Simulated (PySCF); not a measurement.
A structure optimised at PBE0-D3(BJ)/def2-SVP (Å):
```
atom  x, y, z in Å
C1     2.3937    0.0865    0.5513
C2     1.2971   -0.4309   -0.0159
O3     0.4459    0.2622   -0.7759
B4    -0.9115   -0.1965   -0.9404
N5    -1.7250    0.4580    0.3509
H6     3.0639   -0.5532    1.1266
H7     2.6530    1.1394    0.4166
H8     1.0447   -1.4964    0.1130
H9    -1.4547    0.2969   -1.9175
H10   -1.0689   -1.4095   -0.8166
H11   -2.7194    0.2294    0.3297
H12   -1.6236    1.4743    0.3352
H13   -1.3338    0.1224    1.2334
```

Charge 0, singlet.

Problem. Which heavy atoms are bonded, and with what formal order?

Solution. C1–C2 1.34 Å (double); C2–O3 1.34 Å (single); O3–B4 1.44 Å (single); B4–N5 1.66 Å (single). Bonds to hydrogen (Å): C1–H6 1.09; C1–H7 1.09; C2–H8 1.10; B4–H9 1.22; B4–H10 1.23; N5–H11 1.02; N5–H12 1.02; N5–H13 1.02.

Problem. Write the SMILES.

Solution. `C=CO[BH2-][NH3+]`, C2H8BNO.

Problem. Name the point group.

Solution. C1 (no symmetry element, even within 0.4 Å).

Problem. Classify the heavy atoms.

Solution. C1: terminal =CH2 carbon; C2: vinylic carbon bearing oxygen; O3: boron-bound oxygen; B4: four-coordinate boron; N5: nitrogen bonded to B and 3 H.

Problem. What is the arrangement about B4?

Solution. It has 4 neighbours (O3, N5, H9, H10) and is distorted tetrahedral (angles from 104.2° to 115.0°).

Problem. What is the arrangement about C2?

Solution. It has 3 neighbours (C1, O3, H8) and is planar (angles 124.3°, 120.8° and 115.0°, sum 360.0°, 0.00 Å off the plane of its three neighbours).

These are computed values.
